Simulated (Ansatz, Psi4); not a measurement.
Ansatz (a first-principles code) was given this input:
Ansatz 0.2 input:
```yaml
crystal:
  periodic: [false, false, false]
  atoms:
    - {symbol: Li, position_ang: [0.95282533, 1.83910014, 1.90101642]}
    - {symbol: O, position_ang: [0.43255239, 0.83489297, 0.86300098]}
    - {symbol: C, position_ang: [-0.03502592, -0.06760544, -0.06988148]}
    - {symbol: C, position_ang: [1.00996337, -1.17350099, -0.30087268]}
    - {symbol: C, position_ang: [-1.34138713, -0.70998579, 0.42925014]}
    - {symbol: C, position_ang: [-0.30790875, 0.64947623, -1.40393297]}
    - {symbol: H, position_ang: [0.65889409, -1.89504914, -1.03388174]}
    - {symbol: H, position_ang: [1.20824296, -1.68396616, 0.63909625]}
    - {symbol: H, position_ang: [1.93671757, -0.72571334, -0.65307142]}
    - {symbol: H, position_ang: [-1.15549998, -1.21800808, 1.37306708]}
    - {symbol: H, position_ang: [-1.72553327, -1.42501360, -0.29348815]}
    - {symbol: H, position_ang: [-2.08443706, 0.06696570, 0.59554582]}
    - {symbol: H, position_ang: [0.61189980, 1.10687161, -1.76194522]}
    - {symbol: H, position_ang: [-1.04551189, 1.43359257, -1.24729881]}
    - {symbol: H, position_ang: [-0.67751677, -0.04642778, -2.15245897]}
basis:
  gaussian:
    orbitals: cc-pVDZ
hamiltonian:
  xc: blyp
accuracy: high
```

Question: Write the same job for Psi4.

Answer: One answer among several that fit: 
```
memory 2 GB

molecule mol {
0 1
Li    0.952825    1.839100    1.901016
O     0.432552    0.834893    0.863001
C    -0.035026   -0.067605   -0.069881
C     1.009963   -1.173501   -0.300873
C    -1.341387   -0.709986    0.429250
C    -0.307909    0.649476   -1.403933
H     0.658894   -1.895049   -1.033882
H     1.208243   -1.683966    0.639096
H     1.936718   -0.725713   -0.653071
H    -1.155500   -1.218008    1.373067
H    -1.725533   -1.425014   -0.293488
H    -2.084437    0.066966    0.595546
H     0.611900    1.106872   -1.761945
H    -1.045512    1.433593   -1.247299
H    -0.677517   -0.046428   -2.152459
}

set {
  basis cc-pvdz
  reference rks
  scf_type pk
  puream true
  d_convergence 1e-8
  dft_radial_points 99
  dft_spherical_points 590
}

energy('blyp')
print_variables()
```

Both were run: Ansatz gave -240.505562 Eh and Psi4 -240.505562 Eh, 0.000 mEh apart.
